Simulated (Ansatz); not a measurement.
Si4. The state is a singlet with charge 0. Geometry r2SCAN-D4/def2-TZVP, basis def2-TZVP, Ansatz.

Cartesian coordinates in Å:
```
Si 1.4487 -1.3150 -0.3097
Si -1.4484 1.3144 0.3137
Si -0.8112 -0.8732 -0.0867
Si 0.8109 0.8739 0.0826
```

```csv
run,HOMO (eV),LUMO (eV)
A,-5.66,-4.41
B,-8.74,-1.87
C,-8.42,-1.85
D,-5.72,-4.22
E,-8.15,-1.86
F,-6.02,-4.09
```

LC-ωPBE has ω = 0.4 bohr⁻¹. HSE06 is defined as in plane-wave codes, on full-range PBE exchange. The structure comes from a short search, and lower isomers may exist.

Question: The runs used B97M-V, HSE06, LC-ωPBE, r2SCAN, ωB97M-V, ωB97X-V. Estimate which is which.

Answer: A r2SCAN (0 % exact exchange); B LC-ωPBE (range-separated); C ωB97X-V (range-separated); D B97M-V (0 % exact exchange); E ωB97M-V (range-separated); F HSE06 (range-separated). Exact exchange lowers occupied and raises empty levels; among semilocal functionals meta-GGAs tend to open the gap a little, and such runs are hard to tell apart. The gap grows from 1.25 eV (r2SCAN) to 6.87 eV (LC-ωPBE).
